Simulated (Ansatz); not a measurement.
Sn₉AsH₁₆²⁺, a doped cluster cut from the lattice of tin (As on a surface site). Total charge 2; doublet. Geometry r2SCAN-D4/def2-SVP, that of the charge +1 singlet; atoms count from 1.

```csv
atom,x (Å),y (Å),z (Å)
Sn1,-2.7250,0.1063,-0.6744
Sn2,0.2218,-1.2191,2.5198
Sn3,0.9401,2.6350,0.2289
As4,1.2799,-1.2524,-1.7094
Sn5,-1.7426,2.7298,-0.5782
Sn6,1.2886,1.3665,2.7041
Sn7,-2.4809,-1.2323,1.7766
Sn8,-1.2321,-1.3019,-2.5843
Sn9,1.6599,-2.6044,0.5504
Sn10,2.3709,1.1745,-1.6899
H11,-4.3325,0.0475,-1.2797
H12,0.4966,-2.1302,3.9510
H13,1.6721,4.1896,0.1952
H14,2.0664,-2.0180,-2.7515
H15,-2.6319,3.5996,0.5993
H16,-1.8833,3.4842,-2.1093
H17,0.4063,2.2330,3.8890
H18,2.9485,1.3041,3.1213
H19,-3.3721,-0.3670,2.9560
H20,-3.0621,-2.8381,1.6481
H21,-1.5017,-2.9879,-2.7208
H22,-1.0553,-0.5942,-4.1341
H23,1.0977,-4.1604,0.1065
H24,3.3693,-2.5910,0.6587
H25,2.1964,1.6306,-3.3316
H26,4.0049,0.7961,-1.3418
```

In the def2 sets Sn takes a core potential; there is no spin–orbit coupling. Single mean-field runs in def2-TZVP are fitted with def2-universal-jkfit.

Question: Estimate the Mulliken populations from the PBE0/def2-TZVP orbitals of Ansatz.

Answer: 
| atom | charge (e) | spin (α − β) |
| --- | --- | --- |
| Sn1 | 0.09 | 0.19 |
| Sn2 | 0.09 | 0.19 |
| Sn3 | 0.09 | 0.19 |
| As4 | -0.33 | 0.00 |
| Sn5 | 0.13 | 0.18 |
| Sn6 | 0.13 | 0.18 |
| Sn7 | 0.13 | 0.18 |
| Sn8 | 0.21 | -0.01 |
| Sn9 | 0.21 | -0.01 |
| Sn10 | 0.21 | -0.01 |
| H11 | 0.06 | -0.01 |
| H12 | 0.06 | -0.01 |
| H13 | 0.06 | -0.01 |
| H14 | 0.17 | 0.00 |
| H15 | 0.05 | -0.01 |
| H16 | 0.06 | -0.01 |
| H17 | 0.05 | -0.01 |
| H18 | 0.06 | -0.01 |
| H19 | 0.05 | -0.01 |
| H20 | 0.06 | -0.01 |
| H21 | 0.06 | 0.00 |
| H22 | 0.06 | 0.00 |
| H23 | 0.06 | 0.00 |
| H24 | 0.06 | 0.00 |
| H25 | 0.06 | 0.00 |
| H26 | 0.06 | 0.00 |
Mulliken values depend strongly on the basis.

Question: Where does the spin sit?

Answer: Summed by element: Sn 1.07, As 0.00, H -0.06, of 1 unpaired in all. Largest on single atoms: Sn3 0.19, Sn2 0.19, Sn1 0.19.

Question: And the Mayer bond orders between heavy atoms (over 0.3)?

Answer: Sn1–Sn5 0.76 (2.80 Å); Sn1–Sn7 0.76 (2.80 Å); Sn1–Sn8 0.86 (2.80 Å); Sn2–Sn6 0.76 (2.80 Å); Sn2–Sn7 0.76 (2.80 Å); Sn2–Sn9 0.86 (2.80 Å); Sn3–Sn5 0.76 (2.80 Å); Sn3–Sn6 0.76 (2.80 Å); Sn3–Sn10 0.86 (2.80 Å); As4–Sn8 0.78 (2.66 Å); As4–Sn9 0.78 (2.66 Å); As4–Sn10 0.78 (2.66 Å).
